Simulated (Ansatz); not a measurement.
Ansatz results at the PBE0-D4/def2-TZVP geometry: HOMO–LUMO gap (ωB97M-V/def2-TZVPP) 9.88 eV; HOMO energy (PBE/def2-TZVPP) -6.14 eV; LUMO energy (PBE/def2-TZVPP) -2.33 eV.

Q: Which molecule gave them?
A. `[SiH3]SC[SiH2]Cl`
B. `OC(F)C1C=C1`
C. `C[B](C)[SnH3]`
D. `C#C[SiH](O)F`

A: C. The others give `OC(F)C1C=C1`: 11.78, -6.39, -1.32; `[SiH3]SC[SiH2]Cl`: 10.81, -5.79, -1.05; `C#C[SiH](O)F`: 12.44, -7.44, -1.48.
